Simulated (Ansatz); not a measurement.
`[CH3][Al]([OH])[SiH2]O` at its PBE0-D4/def2-TZVP geometry, where that method's forces vanish. Total charge 0; spin multiplicity 1.

```xyz
12

C     0.7166   -2.0628   -0.8705
Al    0.2382   -0.5791    0.2937
O     0.6539   -0.7464    1.9383
Si   -0.8887    1.5227   -0.3669
O    -0.9257    2.6436    0.8664
H     0.3375   -1.9445   -1.8885
H     1.8051   -2.1658   -0.9307
H     0.3321   -3.0068   -0.4720
H     0.4111   -0.0971    2.5966
H    -2.3224    1.2914   -0.7024
H    -0.2723    2.1242   -1.5932
H    -0.0855    3.0206    1.1292
```

**Question.** What forces (eV/Å) does B3LYP-D4/def2-TZVPP give on these atoms in the Gaussian-basis code of Ansatz? (Estimate.)

**Answer.** Ansatz gave: 
```
C1   0.020 -0.070 -0.045
Al2 -0.035  0.042 -0.073
O3   0.005  0.003  0.053
Si4 -0.067 -0.104 -0.216
O5   0.024  0.075  0.084
H6   0.022 -0.016  0.042
H7  -0.044 -0.005 -0.008
H8   0.021  0.034 -0.029
H9   0.014  0.004  0.067
H10  0.069  0.015  0.015
H11 -0.034 -0.028  0.059
H12  0.004  0.049  0.050
```

B3LYP here is the variant with VWN-RPA as its local correlation; programs differ in this.
